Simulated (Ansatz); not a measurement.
Mulliken charges of C2H5FSSi (`C[Si]1(F)CS1`) from r2SCAN/def2-TZVPP in Ansatz (PBE0-D4/def2-TZVP geometry).

| atom | x (Å) | y (Å) | z (Å) | charge (e) |
| --- | --- | --- | --- | --- |
| C1 | 0.371 | -0.946 | 1.236 | -0.304 |
| Si2 | 0.484 | 0.305 | -0.112 | 0.634 |
| F3 | 1.989 | 0.353 | -0.636 | -0.317 |
| C4 | -0.828 | 0.646 | -1.331 | -0.213 |
| S5 | -0.606 | 2.062 | -0.093 | -0.259 |
| H6 | 0.732 | -1.917 | 0.890 | 0.087 |
| H7 | 0.979 | -0.640 | 2.090 | 0.086 |
| H8 | -0.665 | -1.045 | 1.564 | 0.088 |
| H9 | -1.809 | 0.186 | -1.263 | 0.098 |
| H10 | -0.565 | 0.945 | -2.341 | 0.100 |

By hand: the dipole of these point charges (1 e Å = 4.8032 D).

Σ q r = (-0.248, -0.504, 0.099) e Å, of length 0.570 e Å = 2.74 D.

How does the dipole of the full density compare? (Best estimate.)

Computed: (-0.133, -0.477, 0.104) e Å, 2.43 D; the point charges give 1.13 times that, at 11° from its direction.

Point charges leave out the atoms' own dipoles, such as those of lone pairs, and Mulliken's split depends on the basis, so the close match here is no proof of good charges.
